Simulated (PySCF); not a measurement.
**Sb(2+) (antimony, charge +2) across methods**

[Kr] 4d10 5s2 6s1, 2S determinant (an excited configuration). Computed with PySCF 2.14 in aug-cc-pVQZ-PP with ECP28MDF (7s7p5d3f2g, 92 functions), with a scalar-relativistic core potential. The B2PLYP total includes its PT2 part (frozen core); its orbital energies are those of the SCF part.

```json
{"method": "LDA", "E (hartree)": "-238.4927", "mean ε 5s α (eV)": "-33.237", "mean ε 5s β (eV)": "-33.092", "mean ε 6s α (eV)": "-12.072", "Σ⟨r²⟩ (bohr²)": "51.00", "⟨S²⟩": "0.750"}
{"method": "TPSSh", "E (hartree)": "-238.7981", "mean ε 5s α (eV)": "-32.935", "mean ε 5s β (eV)": "-32.834", "mean ε 6s α (eV)": "-12.264", "Σ⟨r²⟩ (bohr²)": "51.54", "⟨S²⟩": "0.750"}
{"method": "B2PLYP", "E (hartree)": "-238.6109", "mean ε 5s α (eV)": "-34.717", "mean ε 5s β (eV)": "-34.507", "mean ε 6s α (eV)": "-12.670", "Σ⟨r²⟩ (bohr²)": "52.15", "⟨S²⟩": "0.750"}
{"method": "LC-wPBE", "E (hartree)": "-238.8929", "mean ε 5s α (eV)": "-36.540", "mean ε 5s β (eV)": "-36.400", "mean ε 6s α (eV)": "-13.899", "Σ⟨r²⟩ (bohr²)": "51.69", "⟨S²⟩": "0.750"}
{"method": "UHF", "E (hartree)": "-237.97362", "mean ε 5s α (eV)": "-35.982", "mean ε 5s β (eV)": "-35.601", "mean ε 6s α (eV)": "-13.241", "Σ⟨r²⟩ (bohr²)": "53.54", "⟨S²⟩": "0.750"}
{"method": "r2SCAN", "E (hartree)": "-238.9560", "mean ε 5s α (eV)": "-32.691", "mean ε 5s β (eV)": "-32.849", "mean ε 6s α (eV)": "-12.119", "Σ⟨r²⟩ (bohr²)": "51.20", "⟨S²⟩": "0.750"}
{"method": "PBE0", "E (hartree)": "-238.8852", "mean ε 5s α (eV)": "-33.762", "mean ε 5s β (eV)": "-33.571", "mean ε 6s α (eV)": "-12.525", "Σ⟨r²⟩ (bohr²)": "51.56", "⟨S²⟩": "0.750"}
{"method": "PBE", "E (hartree)": "-238.8810", "mean ε 5s α (eV)": "-32.728", "mean ε 5s β (eV)": "-32.582", "mean ε 6s α (eV)": "-12.121", "Σ⟨r²⟩ (bohr²)": "51.24", "⟨S²⟩": "0.750"}
```

Energies and moments cover only the electrons outside the core potential. The outer electron is Rydberg-like, and this basis confines it to a smaller radius and binds it less than a complete one would.
